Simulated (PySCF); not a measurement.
A GIAO shielding run with PySCF (density fitting, non-relativistic, gas phase) on `O=C[C@@H]1CSSC[SiH2]1`, C$_{4}$H$_{8}$OS$_{2}$Si:

```
$ OMP_NUM_THREADS=1 python probes_run.py task.json out

{"job": {"kind": "nmr", "xc": "PBE0", "basis": "pcSseg-1"}, "charge": 0, "multiplicity": 1}
O     -2.244503    -1.733701    -0.412056
C     -1.605600    -0.761108    -0.715505
C     -1.053946     0.223697     0.249973
C     -0.651584     1.537232    -0.401527
S      0.634017     1.307334    -1.688859
S      2.270786     0.956529    -0.547842
C      1.906769    -0.744827     0.045070
Si     0.389988    -0.659369     1.196116
H     -1.345279    -0.554804    -1.772560
H     -1.817100     0.419363     1.009145
H     -1.490940     1.996618    -0.924930
H     -0.258737     2.242397     0.330283
H      1.775153    -1.377510    -0.830302
H      2.805608    -1.060995     0.566941
H      0.731303     0.215521     2.321547
H     -0.053535    -1.997432     1.563095
```

Hardware: 1 thread of an Intel Xeon 6975P-C, shared host. The job also computes population analyses, field gradients, ring-centre shieldings.

(1) How large is the calculation?

(2) How long does it take, and how much memory does it need?

Answers

(1) 86 electrons, 197 basis functions and 1092 auxiliary functions.

(2) 26 s of wall time, with 14 SCF cycles and 5 response iterations; peak memory 0.88 GiB. Times on a shared host scatter by some tens of per cent.
